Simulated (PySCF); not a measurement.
C3H9FO2Si (SMILES CC[Si](O)(F)OC), singlet, at a GFN2-xTB geometry, atoms displaced at random by about 0.08 Å a coordinate. Base run: PBE/STO-3G, gradient (PySCF).

Input for PySCF:
```python
from pyscf import gto, scf, dft

mol = gto.Mole()
mol.atom = '''
    C     2.39340276   -1.09011681   -0.35530607
    C     1.61888497   -0.22493354    0.48830617
    Si   -0.35112416   -0.07683045   -0.01637342
    O    -0.15878628    0.72225782   -1.61515167
    F    -0.78846150   -1.44025952   -0.48150212
    O    -1.21861841    0.54410907    1.11018811
    C    -1.18491713    1.74261742    1.54220667
    H     2.43678125   -0.56914376   -1.59294548
    H     3.49092898   -1.20013507   -0.03929043
    H     2.05728122   -2.06054527   -0.65675550
    H     2.08723867    0.72424275    0.77566021
    H     1.57892164   -0.67960179    1.58219564
    H    -0.94132513    0.63333767   -2.11665137
    H    -2.16051646    1.82855643    1.97039688
    H    -1.09470609    2.42151341    0.74920640
    H    -0.56020763    1.77946438    2.30872487
'''
mol.basis = 'sto-3g'
mol.verbose = 4
mol.build()

mf = dft.RKS(mol)
mf.xc = 'pbe'
mf.kernel()
g = mf.nuc_grad_method()
grad = g.kernel()
```

The coordinate followed is x of atom 10.

Variants of this job, named by their change:

| change | dE/dx (Eh/bohr) | net force (Eh/bohr) |
|---|---|---|
| base | 0.021544 | 0.000243 |
| grids.level = 5; grid_response = on | 0.021545 | 0.000000 |
| finite difference step (bohr) = 1e-4; conv_tol = 1e-11 | 0.021546 | - |
| finite difference step (bohr) = 1e-3; conv_tol = 1e-11 | 0.021546 | - |
| conv_tol = 1e-11 | 0.021544 | 0.000243 |
| finite difference step (bohr) = 1e-5; conv_tol = 1e-11 | 0.021546 | - |
| density fitting = on | 0.021545 | 0.000243 |
| conv_tol = 1e-6 | 0.021546 | 0.000243 |
| grid_response = on | 0.021547 | 0.000000 |
| grids.level = 1; grid_response = off | 0.021542 | 0.001154 |
| finite difference step (bohr) = 0.05; conv_tol = 1e-11 | 0.021500 | - |
| conv_tol = 1e-4 | 0.021537 | 0.000243 |

The net force is zero for an exact gradient.
